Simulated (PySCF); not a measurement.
Potential energy of ScF along the bond

Set-up: basis Sc def2-TZVPP, F def2-TZVPP; no relativity; PySCF 2.14. Energies in eV from Sc (3d1 4s2) + F in their ground configurations at the same level. State: ³Δ (triplet), unpaired electrons σ ↑, δ ↑.

```
R (Å)    PBE0  r²SCAN0
1.586  -5.166   -5.113
1.660  -5.782   -5.740
1.733  -6.118   -6.083
1.789  -6.236   -6.203
1.844  -6.267   -6.236
1.899  -6.233   -6.202
1.973  -6.112   -6.080
2.065  -5.882   -5.846
2.176  -5.538   -5.496
2.323  -5.032   -4.980
```

Q: Put a parabola through the three lowest points of the PBE0 curve and estimate Re, k and ωe (reduced mass 13.35 u; 1 eV/Å² = 0.16022 mdyn/Å; ωe = 1302.8·√(k/μ) cm⁻¹).

A: Through R = 1.789, 1.844, 1.899 Å the second-order coefficient is 10.7 eV/Å², so Re ≈ 1.843 Å, k ≈ 3.44 mdyn/Å and ωe ≈ 662 cm⁻¹. A polynomial fit of higher order to the unrounded PBE0 energies gives Re = 1.840 Å, k = 3.48 mdyn/Å, ωe = 666 cm⁻¹; anharmonicity and rounding make the difference.

The higher-order fit for each curve: PBE0: Re = 1.840 Å, ωe = 666 cm⁻¹, De = 6.27 eV; r²SCAN0: Re = 1.841 Å, ωe = 671 cm⁻¹, De = 6.24 eV.

The metal atom is held in its measured ground configuration; semilocal functionals can put another filling of s and d lower by some tenths of an eV, and De to that atom would be smaller. The state is the lowest single determinant that the PBE0 search found; with open d or f shells the true ground state can be another one.
